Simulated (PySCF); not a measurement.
**Radial density of Ca⁺ (calcium, charge +1)**

UHF, [Ar] 4s1, 2S determinant. Computed with PySCF 2.14 in aug-cc-pVTZ-X2C (7s6p4d2f, 59 functions), with the spin-free X2C one-electron Hamiltonian (Gaussian nucleus).

| r (bohr) | 4πr²ρ (e/bohr) | 4πr²(ρα − ρβ) |
| --- | --- | --- |
| 0.00107 | 0.09450 | 0.0000 |
| 0.00180 | 0.2479 | 0.0001 |
| 0.00303 | 0.6393 | 0.0003 |
| 0.00509 | 1.600 | 0.0006 |
| 0.00857 | 3.802 | 0.0015 |
| 0.0144 | 8.268 | 0.0032 |
| 0.0242 | 15.45 | 0.0057 |
| 0.0408 | 22.43 | 0.0068 |
| 0.0686 | 22.25 | 0.0024 |
| 0.115 | 17.08 | -0.0019 |
| 0.194 | 22.05 | 0.0128 |
| 0.326 | 21.71 | 0.0113 |
| 0.549 | 7.260 | 0.0111 |
| 0.923 | 7.586 | 0.0501 |
| 1.55 | 4.204 | 0.0049 |
| 2.61 | 0.6098 | 0.2844 |
| 4.39 | 0.2332 | 0.2317 |
| 7.39 | 0.01298 | 0.0130 |
| 12.4 | 1.697e-05 | 0.0000 |

Densities and radii are taken from the X2C orbitals without a picture-change correction, which distorts them close to the nucleus.
